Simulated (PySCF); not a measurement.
**Working out the electron affinity of Te**

Te⁻ [Kr] 4d10 5s2 5p5 (2P) → Te [Kr] 4d10 5s2 5p4 (3P). All numbers are calculated (PySCF 2.14, a scalar-relativistic core potential, in aug-cc-pVTZ-PP with one added diffuse shell each of d, f type with ECP28MDF (6s5p5d3f, 67 functions)). Frozen: 4s2 4p6 4d10. Energies in hartree (1 hartree = 27.21139 eV):

```json
{"part": "UHF", "Te⁻ (lower)": "-267.045222", "Te (upper)": "-267.006374"}
{"part": "CCSD correlation", "Te⁻ (lower)": "-0.133008", "Te (upper)": "-0.103839"}
{"part": "(T)", "Te⁻ (lower)": "-0.005838", "Te (upper)": "-0.003484"}
```

Q: What does Hartree-Fock give?

A: (-267.006374) − (-267.045222) = 0.038848 hartree = 1.057 eV.

Q: What do CCSD and CCSD(T) give?

A: The CCSD correlation energies differ by 0.029169 hartree = 0.794 eV and the triples by 0.002354 hartree = 0.064 eV, so CCSD gives 1.851 eV and CCSD(T) 1.915 eV.

Reference: 1.971 eV (measured; photodetachment measurements, as compiled on the Wikipedia data page of electron affinities), between the lowest levels; spin-orbit coupling is absent from the calculation.

What remains against the reference includes basis incompleteness, the frozen core and higher excitations.
